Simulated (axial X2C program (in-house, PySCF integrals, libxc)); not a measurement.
Which molecule has these constants?

Computed with an axial X2C code built on PySCF integrals, spin-free (one-electron X2C) or two-component (2c: spin–orbit coupling with atomic mean-field Coulomb and Gaunt terms, which also bring small scalar terms), in Dyall basis sets with cores contracted in-house; open shells are unrestricted.

A two-component PBE0 calculation in a Dyall 3-zeta basis gave Re = 2.864 Å, ωe = 280.4 cm⁻¹, dipole magnitude 2.27 D, Ω = 0.

**Question.** Which molecule is it?
A. LiGa
B. RbGa
C. GaH
D. NaGa

**Answer.** A. The others have NaGa 3.112 Å and 157.9 cm⁻¹ (Ω = 0); RbGa 3.457 Å and 90.5 cm⁻¹ (Ω = 2); GaH 1.675 Å and 1578.8 cm⁻¹ (Ω = 0).

Each entry is the lowest single determinant of a limited PBE0 search at one distance. De goes to single-determinant-based atoms at the same level (for ions the charge split of lowest energy) and is withheld (n/a) where an atom does not fit its ground term or J level. Main or longest-lived isotopes. One determinant is a doubtful description, or other states lie close, for LiGa, NaGa, RbGa; these need not be ground states, and all values refer to the states named. Some open-shell Ω = 0 determinants are out of reach, so the Ω given for RbGa need not be the lowest component. With several unpaired electrons the Ω given is that of one determinant, not necessarily of the lowest component. The functionals have no current term, which raises determinants with orbital currents. Where the atoms have a lower orbital projection than the molecule, De at mean-field level may be about a tenth of an eV too small.
